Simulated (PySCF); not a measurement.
PySCF job for C2H4N2OSi, SMILES N#C/N=C/O[SiH3], TDDFT-PBE/def2-SVPD. Geometry optimised at PBE-D3(BJ)/def2-SVP. The structure was generated by enumeration; whether it is a known compound was not checked. The values are those of a single conformer.

```python
import numpy as np
from pyscf import gto, scf, dft, tdscf

mol = gto.M(
    atom='''
    N    -0.40370106    3.32597960   -0.00000000
    C    -0.22945113    2.15927628    0.00000000
    N    -0.15858353    0.83009243   -0.00000000
    C     0.96365589    0.18590331    0.00000000
    O     0.98262748   -1.13411162   -0.00000000
    Si   -0.54415065   -1.99893094   -0.00000000
    H     1.97043713    0.65406241   -0.00000000
    H    -1.30246542   -1.67033338   -1.24629461
    H    -1.30246541   -1.67033338    1.24629462
    H    -0.07765337   -3.41905119    0.00000001
    ''',
    basis='def2-SVPD',
    charge=0,
    spin=0,
    symmetry=True,
    max_memory=1600,
    verbose=4,
)
mf = dft.RKS(mol, xc='pbe').density_fit(auxbasis='def2-universal-jkfit')
mf.grids.level = 3
mf.conv_tol = 1e-9
mf.max_cycle = 100
mf.kernel()
mf.grids = dft.Grids(mol).set(level=1).build(with_non0tab=True)  # coarser grid for the response kernel
td = tdscf.TDDFT(mf)
td.singlet = True
td.nstates = 10
td.conv_tol = 1e-4
td.positive_eig_threshold = 1e-6
td.kernel(x0=td.get_init_guess(mf, 15))
td.analyze()
tt = tdscf.TDA(mf)
tt.singlet = False
tt.nstates = 4
tt.conv_tol = 1e-4
tt.positive_eig_threshold = 1e-6
tt.kernel(x0=tt.get_init_guess(mf, 9))
tt.analyze(verbose=3)
```

It prints:

```
PySCF version 2.14.0

[INPUT] verbose = 4
[INPUT] num. atoms = 10
[INPUT] num. electrons = 52
[INPUT] charge = 0
[INPUT] spin (= nelec alpha-beta = 2S) = 0
[INPUT] symmetry True subgroup None
[INPUT] Mole.unit = angstrom
[INPUT] Symbol           X                Y                Z      unit          X                Y                Z       unit  Magmom
[INPUT]  1 N     -0.403701060000   3.325979600000   0.000000000000 AA   -0.762884439597   6.285190539890   0.000000000000 Bohr   0.0
[INPUT]  2 C     -0.229451130000   2.159276280000   0.000000000000 AA   -0.433599794672   4.080440796470   0.000000000000 Bohr   0.0
[INPUT]  3 N     -0.158583530000   0.830092430000   0.000000000000 AA   -0.299679439567   1.568647350775   0.000000000000 Bohr   0.0
[INPUT]  4 C      0.963655890000   0.185903310000   0.000000000000 AA    1.821045710424   0.351306341550   0.000000000000 Bohr   0.0
[INPUT]  5 O      0.982627480000  -1.134111620000   0.000000000000 AA    1.856896819672  -2.143160356487   0.000000000000 Bohr   0.0
[INPUT]  6 Si    -0.544150650000  -1.998930940000   0.000000000000 AA   -1.028295699004  -3.777432018519   0.000000000000 Bohr   0.0
[INPUT]  7 H      1.970437130000   0.654062410000   0.000000000000 AA    3.723586521374   1.235998823273   0.000000000000 Bohr   0.0
[INPUT]  8 H     -1.302465420000  -1.670333380000  -1.246294610000 AA   -2.461302930517  -3.156472624919  -2.355155483422 Bohr   0.0
[INPUT]  9 H     -1.302465410000  -1.670333380000   1.246294620000 AA   -2.461302911619  -3.156472624919   2.355155502319 Bohr   0.0
[INPUT] 10 H     -0.077653370000  -3.419051190000   0.000000010000 AA   -0.146743601950  -6.461070354968   0.000000018897 Bohr   0.0

nuclear repulsion = 254.636573006907
point group symmetry = Cs
symmetry origin: [3.63408870e-09 3.27067973e-09 7.26817737e-10]
symmetry axis x: [ 1.00000000e+00  3.55671520e-10 -5.75603004e-11]
symmetry axis y: [ 3.55671520e-10 -1.00000000e+00  2.66095442e-10]
symmetry axis z: [5.75603003e-11 2.66095448e-10 1.00000000e+00]
num. orbitals of irrep A' = 109
num. orbitals of irrep A" = 50
number of shells = 67
number of NR pGTOs = 235
number of NR cGTOs = 159
basis = def2-SVPD
ecp = {}


[settings echo left out]
init E= -552.687706925825
HOMO (A') = -0.310055714977667  LUMO (A") = -0.113825687049661  gap/eV = 5.33969
cycle= 1 E= -551.983193187334  delta_E= 0.705  |g|= 0.782  |ddm|=  4.5
HOMO (A') = -0.168702477779398  LUMO (A") = -0.102925015823117  gap/eV = 1.78990
cycle= 2 E= -551.093571483786  delta_E= 0.89  |g|=  2.1  |ddm|= 2.92
HOMO (A') = -0.240063866253292  LUMO (A") = -0.0872149297238693  gap/eV = 4.15923
cycle= 3 E= -552.0706070047  delta_E= -0.977  |g|= 0.434  |ddm|= 2.31
HOMO (A') = -0.258881314796068  LUMO (A") = -0.10193344364006  gap/eV = 4.27077
cycle= 4 E= -552.110622218776  delta_E= -0.04  |g|= 0.129  |ddm|= 0.518
HOMO (A') = -0.263603788150482  LUMO (A") = -0.107521300400808  gap/eV = 4.24722
cycle= 5 E= -552.113773825013  delta_E= -0.00315  |g|= 0.044  |ddm|= 0.165
HOMO (A') = -0.258836590911776  LUMO (A") = -0.104063908528691  gap/eV = 4.21158
cycle= 6 E= -552.114147670699  delta_E= -0.000374  |g|= 0.0228  |ddm|= 0.0645
HOMO (A') = -0.25979416275552  LUMO (A") = -0.103610485699153  gap/eV = 4.24997
cycle= 7 E= -552.114250631393  delta_E= -0.000103  |g|= 0.00804  |ddm|= 0.027
HOMO (A') = -0.259600601011852  LUMO (A") = -0.104057572868631  gap/eV = 4.23254
cycle= 8 E= -552.114265741789  delta_E= -1.51e-05  |g|= 0.00173  |ddm|= 0.00916
HOMO (A') = -0.259671952458201  LUMO (A") = -0.103982320813295  gap/eV = 4.23653
cycle= 9 E= -552.114266604841  delta_E= -8.63e-07  |g|= 0.000274  |ddm|= 0.00285
HOMO (A') = -0.259647636565116  LUMO (A") = -0.10397124370105  gap/eV = 4.23617
cycle= 10 E= -552.114266627191  delta_E= -2.23e-08  |g|= 3.99e-05  |ddm|= 0.000474
HOMO (A') = -0.259653595317358  LUMO (A") = -0.103976775500194  gap/eV = 4.23618
cycle= 11 E= -552.114266627604  delta_E= -4.13e-10  |g|= 2.4e-05  |ddm|= 0.00011
HOMO (A') = -0.259650649493333  LUMO (A") = -0.103974715547317  gap/eV = 4.23616
Extra cycle  E= -552.11426662689  delta_E= 7.13e-10  |g|= 6.35e-05  |ddm|= 8.5e-05
converged SCF energy = -552.11426662689
tot grids = 42080
Overwritten attributes  positive_eig_threshold  of <class 'pyscf.tdscf.rks.CasidaTDDFT'>


******** <class 'pyscf.tdscf.rks.CasidaTDDFT'> for <class 'pyscf.df.df_jk.DFSymAdaptedRKS'> ********
nstates = 10 singlet
deg_eia_thresh = 1.000e-03
wfnsym = None
conv_tol = 0.0001
eigh lindep = 1e-12
eigh level_shift = 0
eigh max_cycle = 100


Excitation energies (eV)
[4.35656069 5.27220572 5.75435858 5.77643536 5.82225681 6.18156778
 6.3904119  6.62671703 6.68697609 6.79476194]

** Singlet excitation energies and oscillator strengths **
Excited State   1:   A"      4.35656 eV    284.59 nm  f=0.0001
      26 -> 27        0.70652
Excited State   2:   A'      5.27221 eV    235.17 nm  f=0.1290
      20 -> 27       -0.10527
      25 -> 27       -0.62767
      26 -> 28       -0.26518
      26 -> 30       -0.11757
Excited State   3:   A"      5.75436 eV    215.46 nm  f=0.0001
      25 -> 28       -0.70672
Excited State   4:   A"      5.77644 eV    214.64 nm  f=0.0031
      24 -> 27        0.70396
Excited State   5:   A'      5.82226 eV    212.95 nm  f=0.1281
      25 -> 27        0.22396
      26 -> 28       -0.64440
      26 -> 30        0.13545
Excited State   6:   A"      6.18157 eV    200.57 nm  f=0.0008
      23 -> 27       -0.70443
Excited State   7:   A'      6.39041 eV    194.02 nm  f=0.0268
      20 -> 27       -0.11085
      22 -> 27        0.68591
Excited State   8:   A'      6.62672 eV    187.10 nm  f=0.0132
      26 -> 29       -0.64766
      26 -> 30       -0.27805
Excited State   9:   A"      6.68698 eV    185.41 nm  f=0.0004
      25 -> 29       -0.69720
      25 -> 30       -0.11020
Excited State  10:   A"      6.79476 eV    182.47 nm  f=0.0007
      21 -> 27       -0.30365
      25 -> 30       -0.63124

** Transition electric dipole moments (AU) **
state          X           Y           Z        Dip. S.      Osc.
  1         0.0000      0.0000      0.0354      0.0013      0.0001
  2        -0.2984      0.9537     -0.0000      0.9986      0.1290
  3         0.0000      0.0000      0.0325      0.0011      0.0001
  4         0.0000      0.0000      0.1474      0.0217      0.0031
  5        -0.0200     -0.9473     -0.0000      0.8978      0.1281
  6         0.0000      0.0000      0.0729      0.0053      0.0008
  7         0.2521      0.3279      0.0000      0.1711      0.0268
  8        -0.2808     -0.0519      0.0000      0.0815      0.0132
  9        -0.0000      0.0000      0.0509      0.0026      0.0004
 10        -0.0000      0.0000      0.0642      0.0041      0.0007

** Transition velocity dipole moments (imaginary part, AU) **
state          X           Y           Z        Dip. S.      Osc.
  1        -0.0000     -0.0000      0.0084      0.0001      0.0003
  2        -0.0563      0.1822     -0.0000      0.0364      0.1251
  3        -0.0000      0.0000      0.0039      0.0000      0.0000
  4         0.0000     -0.0000      0.0353      0.0012      0.0039
  5        -0.0056     -0.2018      0.0000      0.0408      0.1270
  6        -0.0000      0.0000      0.0142      0.0002      0.0006
  7         0.0601      0.0764     -0.0000      0.0094      0.0268
  8        -0.0703     -0.0132     -0.0000      0.0051      0.0140
  9         0.0000     -0.0000      0.0142      0.0002      0.0005
 10         0.0000     -0.0000      0.0166      0.0003      0.0007

** Transition magnetic dipole moments (imaginary part, AU) **
state          X           Y           Z
  1         0.2559     -0.7319      0.0000
  2        -0.0000     -0.0000     -0.4228
  3         0.0324      0.2475      0.0000
  4        -0.6315     -0.0238     -0.0000
  5         0.0000      0.0000      0.0612
  6        -0.0756     -0.2339      0.0000
  7        -0.0000     -0.0000     -0.4328
  8         0.0000      0.0000     -0.0748
  9         0.2429      0.0036     -0.0000
 10        -0.0333     -0.4051     -0.0000
Overwritten attributes  positive_eig_threshold  of <class 'pyscf.tdscf.rks.TDA'>


******** <class 'pyscf.tdscf.rks.TDA'> for <class 'pyscf.df.df_jk.DFSymAdaptedRKS'> ********
nstates = 4 triplet
deg_eia_thresh = 1.000e-03
wfnsym = None
conv_tol = 0.0001
eigh lindep = 1e-12
eigh level_shift = 0
eigh max_cycle = 100


Excitation energies (eV)
[3.74359702 4.02404453 5.37188018 5.56786248]

** Triplet excitation energies and oscillator strengths **
Excited State   1:   A'      3.74360 eV    331.19 nm  f=0.0000
Excited State   2:   A"      4.02404 eV    308.11 nm  f=0.0000
Excited State   3:   A"      5.37188 eV    230.80 nm  f=0.0000
Excited State   4:   A'      5.56786 eV    222.68 nm  f=0.0000
```

The calculation finished and met its thresholds.
